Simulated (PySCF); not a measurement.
Species: C₆H₉Cl.
SMILES with atom numbers: `[Cl:1][C@H:2]1[CH2:3][C:4]12[CH2:5][CH2:6][CH2:7]2` (hydrogens: H8 on C2; H9, H10 on C3; H11, H12 on C5; H13, H14 on C6; H15, H16 on C7)

Structure used (GFN2-xTB), in Å, numbered top down from 1:
```xyz
16
C6H9Cl angstrom
Cl    -1.607    2.476   -0.279
C     -1.293    0.834   -0.823
C     -0.091    0.576   -1.683
C     -0.121    0.100   -0.264
C      0.779    0.559    0.870
C      0.808   -0.888    1.396
C     -0.106   -1.335    0.240
H     -2.217    0.309   -1.022
H      0.547    1.414   -1.920
H     -0.192   -0.145   -2.482
H      0.312    1.280    1.539
H      1.743    0.949    0.549
H      1.794   -1.346    1.386
H      0.370   -1.013    2.384
H     -1.080   -1.714    0.548
H      0.346   -2.045   -0.451
```

Method: PySCF 2.14.0, density-fitted response routines, TDDFT PBE0/def2-SVPD, vertical, gas phase, core orbitals frozen in the response.

Kohn–Sham orbitals with the atoms that hold most of them (Löwdin shares over 4%, at most four atoms; ? is withheld):

| orbital | ε (eV) | atoms |
| --- | --- | --- |
| HOMO-3 | -9.00 | Cl1 33%, C7 14%, C5 12%, C4 10% |
| HOMO-2 | -8.84 | Cl1 26%, C5 16%, C7 13%, C6 10% |
| HOMO-1 | -7.87 | Cl1 23%, C3 21%, C4 17%, C2 8% |
| HOMO | -7.54 | ? |
| LUMO | 0.66 | ? |
| LUMO+1 | 0.80 | C7 15%, Cl1 11%, C3 9%, C6 9% |
| LUMO+2 | 1.12 | Cl1 14%, C6 12%, H8 10%, C2 10% |

Problem. Give the leading atoms of the LUMO.

Solution. Cl1 (bonded to C) 47%; C2 (bonded to 2 C, Cl and H) 17%; C5 (bonded to 2 C and 2 H) 5%; C3 (bonded to 2 C and 2 H) 5%. By element: chlorine 47%, carbon 27% or more.

Problem. Give the leading atoms of the HOMO.

Solution. Cl1 (bonded to C) 38%; C2 (bonded to 2 C, Cl and H) 21%; C4 (bonded to 4 C) 12%; C3 (bonded to 2 C and 2 H) 10%. By element: carbon 43% or more, chlorine 38%.

Problem. The HOMO–LUMO gap is 8.20 eV. Where does the response calculation put the lowest singlet, and from which orbitals?

Solution. S1 is at 6.69 eV (f = 0.0047), 1.51 eV below the gap, made of HOMO→LUMO (89%). Without the coupling terms of the response equations the lowest excitation would equal the gap.

Problem. Give energy, strength and leading configuration of S1, S2 and S3, and follow the Löwdin shares of the leading atoms from the occupied to the empty orbital.

Solution. 
- S1 (6.69 eV, f 0.0047), HOMO→LUMO (89%): Cl1 38% → 47%, C2 21% → 17%
- S2 (7.11 eV, f 0.0092), HOMO-1→LUMO (88%): Cl1 23% → 47%, C3 21% → 5%, C2 8% → 17%
- S3 (7.27 eV, f 0.021), HOMO→LUMO+1 (83%): Cl1 38% → 11%, C2 21% → at most 9%, C7 at most 10% → 15%

Löwdin shares depend on the basis, the more so with diffuse functions.

Time: 53 s wall; peak memory 0.85 GiB. Hardware: an Intel Xeon at 2.70 GHz with one thread, shared host with 64 logical CPUs at a one-minute load of 58.
